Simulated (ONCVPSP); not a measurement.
**Varying the ONCV potential for beryllium**

Base potential:

Be (Z = 4), optimised norm-conserving Vanderbilt (ONCV), made with ONCVPSP 4.0.1 (PBE, scalar-relativistic). Core [He], reference 2s2. Waves: 2s: rc 1.75 bohr, ncon 3, nbas 6, qcut 3.3 1/bohr, 3 projectors, debl 1.1 Ha; p scattering state at 0.03 Ha: rc 1.45 bohr, ncon 4, nbas 8, qcut 4.8 1/bohr, 3 projectors, debl 3.6 Ha. Local part: polynomial inside 0.95 bohr (lpopt 5, dvloc0 0 Ha). Core correction: none.

All-electron outer shells of the reference configuration (PBE, scalar-relativistic, ld1.x):

| shell | level (eV) | outermost node (bohr) | outermost maximum (bohr) |
| --- | --- | --- | --- |
| 1s | -106.21 | – | 0.27 |
| 2s | -5.61 | 0.59 | 2.04 |

Cutoffs, loose and tight: the cutoffs (Ha) at which the residual kinetic energy of the hardest occupied pseudo-wave falls to 1 and 0.1 mHa per electron. They do not see the model core or the augmentation charge, which bear on the density cutoff. Test errors are all-electron minus pseudo excitation energies from the reference, over the configurations 2s1; 2s1.5; 2s1 2p1; 2s0 2p2. A dash means not determined; rows that change the core or the reference have their own tests. The largest error is taken over the tests solved by every variant that gives reliable tests at all: 2s1; 2s1 2p1; 2s1.5.

1 further variants are left out, since the program set their typed debl aside.

For the base: The cutoffs count occupied waves only; projector 2 of the p channel, the hardest unoccupied one, needs 33 Ha at the loose tolerance.

A true bound ghost makes a file unfit for plane-wave use even where its test errors are small: the radial tests pick states by their node count and pass the ghost by.

```
      change    outcome  cutoff, loose  cutoff, tight  bound ghosts  GHOST(+) flags above zero  largest test error (meV)
        base  generated         5.3 Ha          23 Ha          none                          s                      +8.7
s: debl 0.25  generated         5.3 Ha          23 Ha             s                       none                      +8.7
 s: debl 0.4  generated         5.3 Ha          23 Ha             s                       none                      +8.7
s: debl 0.55  generated         5.3 Ha          23 Ha             s                       none                      +8.7
   s: debl 1  generated         5.3 Ha          23 Ha          none                          s                      +8.7
s: debl 1.55  generated         5.3 Ha          23 Ha          none                       none                      +8.6
s: debl 2.25  generated         5.3 Ha          23 Ha          none                       none                      +8.6
s: debl 3.35  generated         5.3 Ha          23 Ha          none                       none                      +8.6
 s: debl 5.2  generated         5.3 Ha          23 Ha          none                       none                      +8.7
```

Reading the sweep of the debl of the s channel (base included, trends over the rows without a ghost): The loose cutoff stays near 5.3 Ha. Bound ghosts are found at 0.25, 0.4, 0.55 Ha.
